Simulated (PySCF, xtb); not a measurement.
Cr(CO) (CCrO), SMILES [O+]#[C-]->[Cr] (connectivity only; charge and spin as stated), neutral, multiplicity 7.

Harmonic wavenumbers (cm⁻¹) from GFN2-xTB (xtb 6.7.1) at its own minimum, in rising order: 225, 610, 1712.

Q: What does PBE-D3(BJ)/def2-TZVP (PySCF 2.14.0) give at its own minimum? (An estimate is asked for; the answer gives what the named calculation found.)

A: 188, 312, 1940. Paired by order, the mean absolute difference is 188 cm⁻¹ and the zero-point energies are 3.6 and 3.5 kcal/mol.
